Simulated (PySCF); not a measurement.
Al(Me)2(SeH) (C₂H₇AlSe), SMILES [CH3][Al]([CH3])[SeH].

The structure is a stationary point at PBE-D3(BJ)/def2-SVP. A frequency run showed that this geometry is not a minimum. The structure was generated by enumeration; whether it is a known compound was not checked. One conformer was computed; it need not be the lowest.

Calculation: PBE-D3(BJ)/def2-SVP (PySCF).

Frequencies are harmonic and unscaled.

```json
[
 {"mode": "1", "ν (cm⁻¹)": "35i", "IR (km/mol)": "0.0", "moving atoms (share of kinetic energy)": "H 98 %"},
 {"mode": "2", "ν (cm⁻¹)": "56", "IR (km/mol)": "0.0", "moving atoms (share of kinetic energy)": "H 98 %"},
 {"mode": "3", "ν (cm⁻¹)": "124", "IR (km/mol)": "3.7", "moving atoms (share of kinetic energy)": "C 42 %, H 24 %, Al 22 %, Se 12 %"},
 {"mode": "4", "ν (cm⁻¹)": "142", "IR (km/mol)": "1.9", "moving atoms (share of kinetic energy)": "C 50 %, H 34 %, Se 14 %"},
 {"mode": "5", "ν (cm⁻¹)": "165", "IR (km/mol)": "4.2", "moving atoms (share of kinetic energy)": "Al 57 %, H 29 %, C 13 %"},
 {"mode": "6", "ν (cm⁻¹)": "263", "IR (km/mol)": "5.8", "moving atoms (share of kinetic energy)": "H 98 %"},
 {"mode": "7", "ν (cm⁻¹)": "338", "IR (km/mol)": "16.0", "moving atoms (share of kinetic energy)": "Al 41 %, Se 27 %, C 22 %, H 11 %"},
 {"mode": "8", "ν (cm⁻¹)": "532", "IR (km/mol)": "4.3", "moving atoms (share of kinetic energy)": "H 94 %"},
 {"mode": "9", "ν (cm⁻¹)": "564", "IR (km/mol)": "0.1", "moving atoms (share of kinetic energy)": "H 85 %, C 15 %"},
 {"mode": "10", "ν (cm⁻¹)": "572", "IR (km/mol)": "23.4", "moving atoms (share of kinetic energy)": "C 51 %, H 25 %, Al 22 %"},
 {"mode": "11", "ν (cm⁻¹)": "611", "IR (km/mol)": "0.4", "moving atoms (share of kinetic energy)": "H 67 %, C 27 %"},
 {"mode": "12", "ν (cm⁻¹)": "660", "IR (km/mol)": "54.9", "moving atoms (share of kinetic energy)": "H 71 %, C 20 %, Al 9 %"},
 {"mode": "13", "ν (cm⁻¹)": "701", "IR (km/mol)": "94.7", "moving atoms (share of kinetic energy)": "Al 40 %, H 33 %, C 26 %"},
 {"mode": "14", "ν (cm⁻¹)": "722", "IR (km/mol)": "151.0", "moving atoms (share of kinetic energy)": "H 59 %, C 23 %, Al 18 %"},
 {"mode": "15", "ν (cm⁻¹)": "1161", "IR (km/mol)": "22.3", "moving atoms (share of kinetic energy)": "H 80 %, C 20 %"},
 {"mode": "16", "ν (cm⁻¹)": "1163", "IR (km/mol)": "15.4", "moving atoms (share of kinetic energy)": "H 80 %, C 20 %"},
 {"mode": "17", "ν (cm⁻¹)": "1373", "IR (km/mol)": "0.7", "moving atoms (share of kinetic energy)": "H 96 %"},
 {"mode": "18", "ν (cm⁻¹)": "1375", "IR (km/mol)": "0.2", "moving atoms (share of kinetic energy)": "H 95 %"},
 {"mode": "19", "ν (cm⁻¹)": "1375", "IR (km/mol)": "0.2", "moving atoms (share of kinetic energy)": "H 96 %"},
 {"mode": "20", "ν (cm⁻¹)": "1377", "IR (km/mol)": "5.5", "moving atoms (share of kinetic energy)": "H 95 %"},
 {"mode": "21", "ν (cm⁻¹)": "2356", "IR (km/mol)": "13.4", "moving atoms (share of kinetic energy)": "H 99 %"},
 {"mode": "22", "ν (cm⁻¹)": "2962", "IR (km/mol)": "2.7", "moving atoms (share of kinetic energy)": "H 97 %"},
 {"mode": "23", "ν (cm⁻¹)": "2964", "IR (km/mol)": "1.9", "moving atoms (share of kinetic energy)": "H 97 %"},
 {"mode": "24", "ν (cm⁻¹)": "3048", "IR (km/mol)": "3.8", "moving atoms (share of kinetic energy)": "H 91 %, C 9 %"},
 {"mode": "25", "ν (cm⁻¹)": "3056", "IR (km/mol)": "2.6", "moving atoms (share of kinetic energy)": "H 91 %, C 9 %"},
 {"mode": "26", "ν (cm⁻¹)": "3068", "IR (km/mol)": "6.1", "moving atoms (share of kinetic energy)": "H 91 %, C 9 %"},
 {"mode": "27", "ν (cm⁻¹)": "3075", "IR (km/mol)": "3.7", "moving atoms (share of kinetic energy)": "H 91 %, C 9 %"}
]
```
